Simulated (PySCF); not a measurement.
Deuteron quadrupole couplings in `C=C(F)C(=C)C#CCF`

Species: C₇H₆F₂.
Structure used (GFN2-xTB), in Å, numbered top down from 1:
```
atom  x, y, z in Å
C1    -2.0156   -1.1746    0.1812
C2    -1.9464    0.1058   -0.1569
F3    -3.0883    0.7848   -0.4162
C4    -0.7305    0.9088   -0.2911
C5    -0.7493    2.2008   -0.6385
C6     0.4899    0.2345   -0.0307
C7     1.5579   -0.2774    0.1786
C8     2.7885   -0.9895    0.4465
F9     2.5362   -2.3026    0.7800
H10   -1.1237   -1.7348    0.3880
H11   -2.9623   -1.6787    0.2537
H12    0.1603    2.7673   -0.7332
H13   -1.6758    2.7112   -0.8351
H14    3.3231   -0.5426    1.2940
H15    3.4316   -1.0051   -0.4423
```

Level: PBE0/pcSseg-1 (PySCF, non-relativistic); Q(2H) = 0.00286 b; rigid geometry, the same for H and D, with no vibrational averaging.

Task: Rank these positions by the coupling χzz of a deuteron there, largest first.
A. H13 (vinylic hydrogen)
B. H15 (methylene hydrogen)
C. H11 (vinylic hydrogen)

Result: C (229 kHz), A (224 kHz), B (190 kHz).

Task: Give the electric field gradient Vzz (the principal value of largest size), its asymmetry and the 2H coupling at each hydrogen.

Result: 
| atom | bonded to | bond length (Å) | Vzz (au) | η | χzz (kHz) |
| --- | --- | --- | --- | --- | --- |
| H10 | C1 | 1.073 | 0.3381 | 0.07 | 227 |
| H11 | C1 | 1.075 | 0.3402 | 0.05 | 229 |
| H12 | C5 | 1.076 | 0.3354 | 0.05 | 225 |
| H13 | C5 | 1.076 | 0.3331 | 0.04 | 224 |
| H14 | C8 | 1.097 | 0.2821 | 0.07 | 190 |
| H15 | C8 | 1.097 | 0.2821 | 0.07 | 190 |

Task: A static deuteron (I = 1) shows a doublet split by (3/2)χ, (3/4)χ(1 + η) and (3/4)χ(1 − η) with the field along z, y and x of the gradient. What are these for H10?

Result: With |χ| = 227.2 kHz and η = 0.073: 341, 183 and 158 kHz, to first order and without motion.

The structure is a single GFN2-xTB conformer in the gas phase; no vibrational or solvent corrections. GFN2-xTB bond lengths can be off by several hundredths of an ångström, more for odd bonds, and the gradients follow them. With so small a basis the couplings can be 20 % off.
